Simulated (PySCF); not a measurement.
An equivalent PySCF input for F²⁺ (fluorine, charge +2), [He] 2s2 2p3, high-spin 4S determinant, with the spin-free X2C one-electron Hamiltonian (Gaussian nucleus):

```python
from pyscf import gto, scf, dft, mp, cc
import basis_set_exchange as bse
mol = gto.M(atom="F 0 0 0", charge=2, spin=3, symmetry="D2h",
            basis=gto.basis.parse(bse.get_basis("aug-cc-pVDZ-DK", elements=["F"], fmt="nwchem", header=False)),
            nucmod="G")
mf = dft.UKS(mol, xc="LDA,VWN").sfx2c1e()
mf.irrep_nelec = {'Ag': (2, 2), 'B1u': (1, 0), 'B2u': (1, 0), 'B3u': (1, 0)}
mf.kernel()
```

It reaches the same state as the run whose output follows, with an energy that differs only through the grid. The run itself started from symmetry-adapted Hartree-Fock orbitals and held the occupation by maximum overlap, on a logarithmic radial grid, so the iterations belong to that start.

```
SCF conv_tol = 1e-09
number electrons alpha = 5  beta = 2
XC functionals = LDA,VWN
    P. A. M. Dirac.,  Math. Proc. Cambridge Philos. Soc. 26, 376 (1930)
    F. Bloch.,  Z. Phys. 57, 545 (1929)
    S. H. Vosko, L. Wilk, and M. Nusair.,  Can. J. Phys. 58, 1200 (1980)
cycle= 1 E= -97.2030968799656  delta_E= -0.00259  |g|= 0.0171  |ddm|= 0.228
cycle= 2 E= -97.2031739201274  delta_E= -7.7e-05  |g|= 0.00641  |ddm|= 0.0491
cycle= 3 E= -97.2031872906191  delta_E= -1.34e-05  |g|= 7.5e-05  |ddm|= 0.0133
cycle= 4 E= -97.2031872923853  delta_E= -1.77e-09  |g|= 8.14e-07  |ddm|= 0.000202
cycle= 5 E= -97.2031872923856  delta_E= -2.98e-13  |g|= 9.81e-10  |ddm|= 2.15e-06
converged SCF energy = -97.2031872923856  <S^2> = 3.7513277  2S+1 = 4.0006638
```
